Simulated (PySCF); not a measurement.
AsH5. Atoms are numbered in the order given.

```xyz
6

As     0.0000     0.0000     0.0000
H      0.0000     0.0000     1.6034
H      0.0000     0.0000    -1.6034
H      1.5291     0.0000     0.0000
H     -0.7646     1.3243     0.0000
H     -0.7646    -1.3243     0.0000
```

Geometry optimised at PBE0-D3(BJ)/def2-TZVP.

Level of theory: PBE0/def2-TZVPD (PySCF).

ESP charges are fitted to the potential on shells at 1.4 to 2.0 van der Waals radii. Atomic charges (e):

| atom | IAO | ESP fit |
|---|---|---|
| As1 | 0.63 | 0.41 |
| H2 | -0.23 | -0.20 |
| H3 | -0.23 | -0.20 |
| H4 | -0.06 | 0.00 |
| H5 | -0.06 | 0.00 |
| H6 | -0.06 | 0.00 |
